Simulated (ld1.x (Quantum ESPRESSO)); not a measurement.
Sn (Z = 50): excitation energies, all-electron against TM

Sn, norm-conserving Troullier–Martins (Kleinman–Bylander form), made with ld1.x (Quantum ESPRESSO) 7.5 (PBEsol, scalar-relativistic). Core [Kr], reference 4d10 5s2 5p0.5 (charge +1.5). Waves: 5p (bound): rc 1.60 bohr; 4d (bound): rc 1.40 bohr; 5s (bound): rc 1.48 bohr. Local part: the s channel. Core correction: a·sin(br)/r model core inside 1.45 bohr.

Energies are relative to the spin-unpolarised reference configuration 4d10 5s2 5p0.5; without spin polarisation the order of configurations can differ from experiment.

```
valence configuration  charge  ΔE all-electron (eV)  error AE − PS (meV)
         4d10 5s2 5p2       0               -12.945                 +6.2
         4d10 5s2 5p1      +1                -6.047                 +2.1
         4d10 5s2 5p0      +2                 7.925                 -0.5
         4d10 5s1 5p3       0                -5.936                 +3.0
          4d9 5s2 5p2      +1                19.706                  -94
         4d10 5s1 5p2      +1                 1.640                 +1.1
         4d10 5s1 5p0      +3                38.939                 +2.8
```

Levels in the configuration 4d10 5s2 5p0:

```tsv
level	all-electron (eV)	pseudo (eV)
4d	-43.204	-43.174
5s	-26.160	-26.153
```

Note: ghost state, extra bound levels that the all-electron valence spectrum of the same l lacks: p at -103.8 eV. A true bound ghost makes a file unfit for plane-wave use.
